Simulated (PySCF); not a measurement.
Job file and geometry (Å, from GFN2-xTB) of an NMR shielding run on SMILES FC(F)[SiH2]C1=CC=CC[SiH+]1, [C6H9F2Si2]+, GIAO PBE0/pcSseg-1 NMR shielding, non-relativistic, gas phase (PySCF 2.14.0, density-fitted response routines); density fitting, a coarse starting grid and PySCF grid level 2 are the driver's defaults:

```
$ OMP_NUM_THREADS=1 python probes_run.py task.json out

{"job": {"kind": "nmr", "xc": "PBE0", "basis": "pcSseg-1"}, "charge": 1, "multiplicity": 1}
F     -2.111044    -1.110340     1.485841
C     -2.847552    -0.050249     1.008163
F     -2.501465     0.987536     1.825522
Si    -2.241568     0.370137    -0.791841
C     -0.353047     0.210647    -0.482874
C      0.504930     0.132289    -1.544409
C      1.927606    -0.053459    -1.525888
C      2.697967    -0.255654    -0.444187
C      2.242878    -0.290036     0.976078
Si     0.404099     0.087076     1.207856
H     -3.902768    -0.276845     1.181317
H     -2.705706    -0.670639    -1.700683
H     -2.629505     1.748227    -1.063817
H      0.076635     0.204885    -2.536393
H      2.405966    -0.056035    -2.494906
H      3.756768    -0.424601    -0.586356
H      2.862379     0.410548     1.547256
H      2.507542    -1.271887     1.386234
H     -0.103919     0.317648     2.545623
```

**Question.** Write the output of this run.

**Answer.** 
```
coarse grid: 17520 points
cycle   1  E = -1011.4524483746  dE =  1.489e+00  |g| = 7.143e-01  |ddm| = 4.136e+00
cycle   2  E = -1011.3477445210  dE =  1.047e-01  |g| = 1.032e+00  |ddm| = 1.305e+00
cycle   3  E = -1011.5544056162  dE = -2.067e-01  |g| = 8.565e-02  |ddm| = 8.385e-01
cycle   4  E = -1011.5556893760  dE = -1.284e-03  |g| = 5.486e-02  |ddm| = 1.474e-01
cycle   5  E = -1011.5564818168  dE = -7.924e-04  |g| = 1.407e-02  |ddm| = 6.237e-02
cycle   6  E = -1011.5565231899  dE = -4.137e-05  |g| = 5.451e-03  |ddm| = 1.552e-02
cycle   7  E = -1011.5565301343  dE = -6.944e-06  |g| = 1.141e-03  |ddm| = 4.698e-03
final grid: 162656 points
cycle   8  E = -1011.6285455692  dE = -4.626e-05  |g| = 7.837e-03  |ddm| = 3.176e-02
cycle   9  E = -1011.6285339638  dE =  1.161e-05  |g| = 1.053e-02  |ddm| = 1.531e-02
cycle  10  E = -1011.6285607935  dE = -2.683e-05  |g| = 1.376e-03  |ddm| = 9.322e-03
cycle  11  E = -1011.6285612010  dE = -4.075e-07  |g| = 5.399e-04  |ddm| = 1.788e-03
cycle  12  E = -1011.6285612786  dE = -7.758e-08  |g| = 1.741e-04  |ddm| = 6.070e-04
cycle  13  E = -1011.6285612854  dE = -6.727e-09  |g| = 3.883e-05  |ddm| = 1.782e-04
cycle  14  E = -1011.6285612857  dE = -3.299e-10  |g| = 1.367e-05  |ddm| = 4.495e-05
converged SCF energy = -1011.6285612857

GIAO shielding tensors (ppm)
atom      isotropic    diamagn.    paramagn.     s11        s22        s33       span
  0 F      309.605     478.810    -169.205    185.870    290.383    452.564    266.694
  1 C       58.876     246.772    -187.896     36.846     58.259     81.523     44.677
  2 F      310.510     476.956    -166.446    167.721    296.795    467.016    299.295
  3 Si     390.599     879.793    -489.194    376.601    385.704    409.491     32.890
  4 C       42.547     269.963    -227.417    -59.665      4.148    183.156    242.821
  5 C        3.035     253.333    -250.298   -128.018    -21.707    158.830    286.847
  6 C       52.735     253.873    -201.139    -58.837     44.973    172.068    230.905
  7 C       20.912     256.253    -235.341    -90.075    -14.032    166.844    256.920
  8 C      147.889     263.097    -115.208    102.697    155.905    185.065     82.368
  9 Si      75.196     883.118    -807.922   -143.589     23.666    345.511    489.100
 10 H       24.506      25.591      -1.085     22.062     23.642     27.814      5.752
 11 H       26.626      28.078      -1.452     23.259     24.737     31.881      8.622
 12 H       26.532      27.571      -1.039     23.439     24.379     31.777      8.338
 13 H       22.501      30.931      -8.430     19.518     19.635     28.351      8.833
 14 H       24.099      27.729      -3.630     21.571     23.875     26.852      5.282
 15 H       23.718      27.792      -4.073     20.437     22.965     27.753      7.315
 16 H       28.063      29.050      -0.987     23.346     26.430     34.414     11.068
 17 H       28.320      29.646      -1.325     23.995     26.051     34.914     10.919
 18 H       23.009      29.027      -6.018     19.823     23.696     25.509      5.686
```

**Question.** Turn these shieldings into chemical shifts. Chemical shifts δ = σref − σ; ¹⁹F (170.95 ppm) vs CFCl3; TMS for ¹³C (186.93 ppm), ²⁹Si (349.16 ppm), ¹H (31.72 ppm), all at this level.

**Answer.** Averaging equivalent atoms: F 0/2: -139.1; C 5: 183.9; C 7: 166.0; C 4: 144.4; C 6: 134.2; C 1: 128.0; C 8: 39.0; Si 9: 274.0; Si 3: -41.4; H 13: 9.22; H 18: 8.71; H 15: 8.00; H 14: 7.62; H 10: 7.21; H 11/12: 5.14; H 16/17: 3.53 ppm. Unscaled 19F shifts against computed CFCl3 carry errors that often reach 10 to 50 ppm.

Size and cost of the density-fitted run: 229 basis functions, 55 s wall time on 1 thread of an Arm Neoverse V1, shared host; peak memory 1.1 GiB.
